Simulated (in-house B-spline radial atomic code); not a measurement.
RPA and G0W0 on LDA exchange-only: the potassium ion K⁴⁺

Configuration [Ne] 3s2 3p3, highest spin, mean-field start LDA exchange-only. Computed with a B-spline radial code for spherical atoms: all electrons, non-relativistic, point nucleus, each spin shell either full or empty, empty states to l = 9 with an (l + 1/2)⁻⁴ tail; G0W0 by contour deformation at full frequency.

Command:
```bash
python run_gw.py task.json out
```
Settings (radii: box in bohr, nucleus in fm):
```
Z                        19
electrons                15
configuration            [Ne] 3s2 3p3
hamiltonian              nr
method                   lda,
lmax                     9
spin_polarised           True
box_radius               11.96
intervals                48
```

Run time, properties included: 1.3 s on 1 thread of Arm Neoverse V1, on a shared host.

Energies (hartree):

| term | value |
| --- | --- |
| mean-field total | -591.67329 |
| Hartree-Fock functional on these orbitals | -594.06574 |
| direct second order | -1.0764 |
| second-order exchange | 0.39254 |
| SOSEX correction | 0.35296 |

Problem. What is the RPA correlation energy, and what remains with SOSEX?

Solution. RPA gives -0.93677 hartree (-1.7 eV per electron); RPA + SOSEX gives -0.5838, and the second-order doubles -0.68389 hartree (no singles). RPA lacks exchange-type terms and so overcorrelates at short range.

Quasi-particle levels (eV):

| level | occupied | mean field | Σx - vxc | Σc | QP weight | G0W0 |
| --- | --- | --- | --- | --- | --- | --- |
| 3p up | yes | -71.99 | -9.99 | ? | ? | ? |
| 3s down | yes | -83.55 | -8.11 | -2.59 | 0.945 | -94.25 |
| 3p down | no | -66.24 | 7.97 | -3.30 | 0.940 | -61.57 |

G0W0 = mean field + (Σx - vxc) + Σc, with Σc (partial-wave tail included) taken at the quasi-particle energy. Only the outer levels were computed. Levels of low weight are left out.

Problem. Where does G0W0 put 3p up?

Solution. At -81.92 eV, with Σc = 0.06 eV and a quasi-particle weight of 0.934. The tabulated removal energy is 82.66 ± 0.16 eV (NIST, semi-empirical); the calculation leaves out relativity, Breit and QED terms, and what these don't explain is the method's own error.
